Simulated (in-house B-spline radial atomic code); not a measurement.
# RPA and G0W0 on Hartree-Fock: the potassium ion K¹²⁺

Configuration [He] 2s2 2p3, highest spin, mean-field start Hartree-Fock. Computed with an all-electron radial atomic-structure program (B-spline basis): all electrons, non-relativistic, point nucleus, each spin shell either full or empty, empty states to l = 9 with an (l + 1/2)⁻⁴ tail; G0W0 by contour deformation at full frequency.

Command:
```bash
python run_gw.py task.json out
```
Settings (radii: box in bohr, nucleus in fm):
```
Z                        19
electrons                7
configuration            [He] 2s2 2p3
hamiltonian              nr
method                   hf
lmax                     9
spin_polarised           True
box_radius               5.84
intervals                46
```

Cost of the run: 0.5 s on 1 thread of Intel(R) Xeon(R) 6975P-C, on a shared host.

Energies (hartree):

```tsv
term	value
mean-field total	-508.95600
Hartree-Fock functional on these orbitals	-508.95600
direct second order	-0.39293
second-order exchange	0.18613
SOSEX correction	0.17568
```

(1) What is the RPA correlation energy, and what remains with SOSEX?

Quasi-particle levels (eV):

```tsv
level	occupied	mean field	Σx - vxc	Σc	QP weight	G0W0
2p up	yes	-717.73	0.00	?	?	?
2s down	yes	-739.74	0.00	-3.51	0.989	-743.24
2s up	yes	-781.85	0.00	7.83	0.915	-774.02
1s down	yes	-4091.45	0.00	11.45	0.982	-4080.01
2p down	no	-624.87	0.00	-3.71	0.992	-628.58
```

G0W0 = mean field + (Σx - vxc) + Σc, with Σc (partial-wave tail included) taken at the quasi-particle energy.

(2) Where does G0W0 put 2p up?

## Answers

(1) RPA gives -0.36963 hartree (-1.44 eV per electron); RPA + SOSEX gives -0.19395, and the second-order doubles (MP2) -0.2068 hartree. SOSEX takes back 48 % of the RPA value.

(2) At -716.47 eV, with Σc = 1.27 eV and a quasi-particle weight of 0.990. The tabulated removal energy is 714.7 ± 0.5 eV (NIST, semi-empirical); the calculation leaves out relativity, Breit and QED terms, and what these don't explain is the method's own error.
